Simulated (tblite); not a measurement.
Species: C8H14OSi.
Atom-mapped SMILES: `[SiH3:1][O:2]/[C:3]1=[CH:4]/[CH2:5][CH2:6]/[CH:7]=[CH:8]\[CH2:9][CH2:10]1` (hydrogens: H11, H12, H13 on Si1; H14 on C4; H15, H16 on C5; H17, H18 on C6; H19 on C7; H20 on C8; H21, H22 on C9; H23, H24 on C10)

Geometry (GFN2-xTB, Å), atoms numbered from 1 in this order:
```
atom  x, y, z in Å
Si1    3.6381    0.0378   -0.4163
O2     2.2248    0.7785   -0.1278
C3     1.0017    0.3722    0.2974
C4     0.7343   -0.8893    0.6158
C5    -0.6062   -1.4007    1.0481
C6    -1.6101   -1.4834   -0.1283
C7    -2.5985   -0.3561   -0.1034
C8    -2.3320    0.9050   -0.4076
C9    -0.9956    1.4326   -0.8390
C10    0.0089    1.5029    0.3339
H11    4.1814   -0.5646    0.8034
H12    3.4961   -1.0057   -1.4355
H13    4.4055    1.1818   -0.8833
H14    1.5268   -1.6183    0.5212
H15   -0.4738   -2.3937    1.4786
H16   -1.0262   -0.7564    1.8249
H17   -1.0506   -1.4686   -1.0669
H18   -2.1504   -2.4297   -0.0780
H19   -3.5983   -0.6158    0.2191
H20   -3.1208    1.6412   -0.3259
H21   -0.5770    0.7962   -1.6226
H22   -1.1280    2.4308   -1.2577
H23    0.5753    2.4336    0.2778
H24   -0.5370    1.4896    1.2796
```

Level: GFN2-xTB in tblite, geometry and Hessian alike; calculated harmonic values, unscaled, isolated species. The method is semi-empirical: single wavenumbers can be off by several per cent or more. Modes of hydrogen on silicon can be 10 to 20 % off. One conformer, not necessarily the lowest.

Harmonic wavenumbers (cm⁻¹): 43.5, 104.6, 110.3, 147.5, 169.6, 176.7, 230.7, 250.4, 333.1, 390.3, 410.2, 485.5, 528.0, 582.2, 601.7, 613.2, 653.8, 726.7, 758.8, 768.0, 803.1, 809.5, 811.9, 828.0, 878.8, 916.3, 942.0, 952.1, 1003.9, 1022.4, 1033.6, 1061.1, 1085.3, 1129.7, 1162.5, 1181.6, 1195.3, 1207.3, 1252.1, 1270.3, 1292.7, 1314.6, 1318.4, 1327.5, 1333.5, 1366.2, 1458.5, 1473.9, 1482.5, 1486.3, 1721.3, 1725.7, 2223.0, 2251.0, 2338.1, 2953.7, 2960.1, 2961.9, 2971.0, 2985.3, 2988.6, 2996.8, 2999.6, 3046.2, 3063.2, 3068.6.

A = 2292, B = 662.1, C = 558.4 MHz; mass 154.081 u (most abundant isotopes); point group C1, symmetry number 1.

What is the zero-point energy?

½Σν̃ = 42870 cm⁻¹ = 122.57 kcal/mol.

What is S at 298.15 K and 1 bar for an ideal gas of classical rigid rotors and harmonic oscillators?

Translation 41.03, rotation 30.32, vibration 31.97: S = 103.3 cal/(mol K).

And Cp and H(298.15 K) − H(0)?

Cp = 45.03 cal/(mol K), of which vibrations give 37.08 (their classical limit is 66 R = 131.2); H(298.15 K) − H(0) = 7.60 kcal/mol without the zero-point energy, 5.23 from vibrations.

What must be added to the electronic energy to get the Gibbs energy at 298.15 K and 1 bar?

ZPE + [H(298.15 K) − H(0)] − T·S = 122.57 + 7.60 − 30.81 = 99.36 kcal/mol.

Which modes carry the vibrational entropy at 298.15 K?

43.5 cm⁻¹: 5.09; 104.6 cm⁻¹: 3.37; 110.3 cm⁻¹: 3.26; 147.5 cm⁻¹: 2.70; 169.6 cm⁻¹: 2.44; 176.7 cm⁻¹: 2.36 cal/(mol K); the other 60 give 12.74 together.

How do the functions run with temperature in this model?

```
T (K)  S (cal/(mol K))  Cp (cal/(mol K))  H − H(0) (kcal/mol)  G − H(0) (kcal/mol)  ln q(vib)
  100             71.1              19.6                 1.31                -5.80       1.63
  200             88.3              31.5                 3.86               -13.79       4.40
  300            103.6              45.3                 7.69               -23.39       7.31
  500            132.9              70.3                19.37               -47.08      13.41
  800            171.6              94.2                44.38               -92.93      22.60
 1000            193.8             104.5                64.31              -129.52      28.43
```

q(vib) and H(0) count from the zero-point level.

Blend soft modes into free rotors: weight 1/[1 + (100 cm⁻¹/ν̃)⁴] for the oscillator and the rest for a rotor with moment μB/(μ + B), μ = h/(8π²ν), B = 10⁻⁴⁴ kg m². What vibrational entropy results?

30.11 cal/(mol K) in place of 31.97, which changes −T·S at 298.15 K by +0.55 kcal/mol.

Hindered rotation and anharmonicity are outside this model. Other conformers, if any are populated, would add a mixing term that is left out. The structure is chiral; the term R ln 2 for an equal mix with its mirror image is left out.

Run on one thread of an Arm Neoverse N1, no GPU, on a shared host. This covers the Hessian and the dipole derivatives.
